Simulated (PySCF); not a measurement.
Compound: C7H8F2O2S.
Structure used (PBE0-D3(BJ)/def2-SVP), in Å, numbered top down from 1:
```xyz
20
C7H8F2O2S angstrom
C      2.5710    0.1859   -0.4312
C      1.4527    0.2976    0.6046
C      0.1229   -0.1246    0.0969
C     -1.0604    0.4909   -0.0522
C     -1.3408    1.9302    0.2307
F     -1.7909    2.5347   -0.8924
F     -2.3227    2.0266    1.1555
C     -2.1601   -0.3849   -0.5204
C     -1.8150   -1.6612   -0.7089
S     -0.0868   -1.8608   -0.3479
O      0.1269   -2.6623    0.8510
O      0.6420   -2.1737   -1.5731
H      2.3795    0.8456   -1.2902
H      3.5322    0.4714    0.0185
H      2.6568   -0.8398   -0.8151
H      1.3872    1.3228    1.0001
H      1.6824   -0.3564    1.4653
H     -0.4573    2.4783    0.5958
H     -3.1629    0.0120   -0.6880
H     -2.4085   -2.5061   -1.0562
```

Jobs on this species (20 atoms, 100 electrons) with PySCF (density fitting). Hardware of each: an Arm Neoverse V2 with one thread (shared host). Other jobs ran on the host; a repeat could differ by tens of per cent or more. Peak memory is the resident size of the whole Python process, interpreter and libraries included.

```tsv
level and settings	work	basis functions	SCF cycles	wall time	peak memory
PBE0-D3(BJ)/def2-SVP, grid level 1	geometry optimisation from a GFN2-xTB start shaken at random	212	?	?	?
PBE0/pcSseg-1, IEF-PCM acetonitrile	shieldings, ring-centre shieldings, charges and field gradients	251	14	59 s	1.3 GiB
PBE0/pcSseg-1, IEF-PCM chloroform	shieldings, ring-centre shieldings	251	15	56 s	1.3 GiB
```

Problem. Fill in the missing figures.

Solution. 
- PBE0-D3(BJ)/def2-SVP, grid level 1; geometry optimisation from a GFN2-xTB start shaken at random: 4.7 min, 0.95 GiB, 76 SCF cycles

Problem. What do all jobs in the table cost together?

Solution. About 6.6 min; the longest takes about 71 % of that, and about 5 times as long as the shortest.
